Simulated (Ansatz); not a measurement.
CH₄Cl₂OSn (`[CH3][Sn]([OH])([Cl])[Cl]`), 9 atoms. Total charge 0; spin multiplicity 1. Correlated methods include outer-core shells of Sn, which these sets cover unevenly. Sn takes the def2 core potential. All runs use 4 threads of a server CPU on a shared host. Correlated methods freeze the cores.

Task: Give the basis size and wall time and peak host memory of each of these runs in Ansatz. RKS PBE0-D4/def2-QZVPP energy; RHF-CCSD(T)/def2-TZVPP energy; direct RPA on PBE orbitals/def2-TZVPP energy; RKS PBE0-D4/def2-TZVP frequencies; RKS PBE0-D4/def2-SVP energy; RKS ωB97X-V/def2-TZVPP energy; RKS B2PLYP (frozen core)/def2-TZVPP energy; RKS SPW92/def2-TZVPP energy; RHF-CCSD(T)/def2-SVP energy; RKS PBE0-D4/def2-TZVP relaxation (6 steps); RKS PBE0-D4/def2-TZVPP energy; RKS ωB97M-V/def2-QZVPP energy. (Best estimate.)

Result: Ansatz gave: Other jobs shared the machine, so times are rough.

```
                                level                   job  functions  wall time  peak host memory (GiB)
                 RKS PBE0-D4/def2-SVP                energy        110      1.3 s                    0.25
                 RKS SPW92/def2-TZVPP                energy        252      2.5 s                    0.36
               RKS PBE0-D4/def2-TZVPP                energy        252      4.4 s                     0.8
direct RPA on PBE orbitals/def2-TZVPP                energy        252      6.5 s                    0.65
  RKS B2PLYP (frozen core)/def2-TZVPP                energy        252        7 s                    0.72
                 RHF-CCSD(T)/def2-SVP                energy        110      8.5 s                    0.56
               RKS ωB97X-V/def2-TZVPP                energy        252      9.5 s                    0.95
               RKS PBE0-D4/def2-QZVPP                energy        456       11 s                     1.9
               RKS ωB97M-V/def2-QZVPP                energy        456       23 s                     2.3
                RKS PBE0-D4/def2-TZVP  relaxation (6 steps)        210       30 s                    0.67
                RKS PBE0-D4/def2-TZVP           frequencies        210    2.9 min                    0.68
               RHF-CCSD(T)/def2-TZVPP                energy        252    4.7 min                     5.8
```
